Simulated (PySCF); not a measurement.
H3O, SMILES [OH3+], charge +1.

Geometry optimised at PBE0-D3(BJ)/def2-TZVPD. The isomer is the one that the SMILES or the coordinates give; other isomers of the formula were not compared.

Lowest vertical singlet excitation by several levels in PySCF, with rough processor times relative to the cheapest run on one machine. Each run also gave further roots (ADC and EOM-CCSD ionised and attached states too); roots are paired by order and the bases differ. EOM-CCSD serves as a yardstick, not as the true value; all levels that ended soundly for this molecule are listed, with differences from unrounded values.

```tsv
level	relative cost
ADC(2)/aug-cc-pVDZ	1
TDA-CAM-B3LYP/def2-TZVPD	2
EOM-CCSD/aug-cc-pVDZ	4
TDA-M06-2X/def2-TZVPD	10
```

Computed S1 at each level and its distance from EOM-CCSD:
```json
[
 {"level": "ADC(2)/aug-cc-pVDZ", "S1 (eV)": "11.59", "S1 minus EOM-CCSD (eV)": "-0.19"},
 {"level": "TDA-CAM-B3LYP/def2-TZVPD", "S1 (eV)": "11.40", "S1 minus EOM-CCSD (eV)": "-0.38"},
 {"level": "EOM-CCSD/aug-cc-pVDZ", "S1 (eV)": "11.78", "S1 minus EOM-CCSD (eV)": "0.00"},
 {"level": "TDA-M06-2X/def2-TZVPD", "S1 (eV)": "11.74", "S1 minus EOM-CCSD (eV)": "-0.04"}
]
```

Q: Which is the cheapest level here that lands within 0.3 eV of EOM-CCSD?

A: ADC(2)/aug-cc-pVDZ, at about 25 % of the cost of EOM-CCSD.
